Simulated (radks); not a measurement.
All-electron atom: Sn III in [Kr] 4d10 5s2 (the NIST ground configuration).

All-electron calculation, Dirac Kohn-Sham, PBEsol, spin-unpolarised, spherical densities, finite nucleus; Fermi nuclear charge, rms radius 4.6519 fm. Program: a radial shooting solver on a logarithmic mesh with Libxc functionals.

Energy parts (eV):
part                       energy
total                 -168039.039
kinetic                176918.926
electron-nucleus      -407146.313
Hartree                 66596.300
exchange-correlation    -4407.951

Orbitals (lengths in bohr, moments of r in powers of bohr):
orbital  occ.  eigenvalue (eV)     <r^2>  small-component weight
1s1/2       2        -28995.78  0.001144                3.37e-02
2s1/2       2        -4391.251   0.01853                7.13e-03
2p1/2       2        -4103.718   0.01377                7.16e-03
2p3/2       4        -3873.265   0.01507                6.83e-03
3s1/2       2        -861.3468    0.1318                2.06e-03
3p1/2       2        -744.4937    0.1266                2.01e-03
3p3/2       4        -702.4144    0.1352                1.92e-03
3d3/2       4        -495.6452    0.1161                1.80e-03
3d5/2       6        -486.9556    0.1186                1.78e-03
4s1/2       2        -151.1383    0.7586                5.57e-04
4p1/2       2        -112.2642    0.8563                4.97e-04
4p3/2       4        -104.6657    0.9165                4.69e-04
4d3/2       4         -43.8229     1.392                3.24e-04
4d5/2       6         -42.7714     1.429                3.17e-04
5s1/2       2         -26.1544     5.492                8.70e-05

The highest occupied level is 5s1/2 at -26.154 eV. Summed over all electrons, <r^2> = 34.39 bohr^2, which gives a Langevin (diamagnetic) susceptibility term of -27.2 x 10^-6 cm^3/mol. The density falls to 0.001 e/bohr^3 at r = 3.68 bohr. For comparison, the ionisation energy in NIST's Atomic Spectra Database is 30.506 eV (measured). In exact Kohn-Sham theory the highest level is minus the ionisation energy, but local and semilocal functionals leave it too shallow, through self-interaction and a potential that decays too fast; potentials with the right tail come closer.
